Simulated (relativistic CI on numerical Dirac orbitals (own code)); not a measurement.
## Pm II: what numerical and physical settings do to a radial Dirac CI calculation

Reference input:

```
atom Pm  Z=61  charge=1  electrons=60
nucleus A=145  rms_radius_fm=4.9620
hamiltonian dirac-coulomb  breit=on  qed=on  c_scale=1
orbitals kli  potential=per-configuration
slater_scale 1
correlation none
mixing on
grid step=0.0125 r_max=161.8
scf mixing=0.4 start=green max_iterations=150 tolerance=2e-08 node_fill=0.05
configurations
  [Xe] 4f5 6s
  [Xe] 4f4 6s2
  [Xe] 4f4 7s2
end
```

Computed lowest total energy -10007.44038 Ha, first excitation 501.9 cm⁻¹, 42 SCF steps. Runs with settings changed; * marks those that are bad on purpose:

```
                         Changed    Outcome  Lowest level  ΔE (Ha)  First excitation (cm⁻¹)  SCF steps  Message
                  grid step 0.04  converged    4f⁵6s ⁷H°2  0.00063                    501.9         41         
                   QED terms off  converged    4f⁵6s ⁷H°2    -5.87                    499.5         42         
node fill of the KLI weights 0.2  converged    4f⁵6s ⁷H°2   0.0121                    552.7         44         
       nuclear radius 49.62 fm *  converged    4f⁵6s ⁷H°2       32                    501.8         39         
               Slater scale -1 *  converged    4f⁴6s² ¹S0   -0.303                  22971.6         42
```

With so few configurations and no correlation, terms lie too far apart (by 10 to 50 % near neutrality), their order can be wrong, and levels of other configurations are missing.
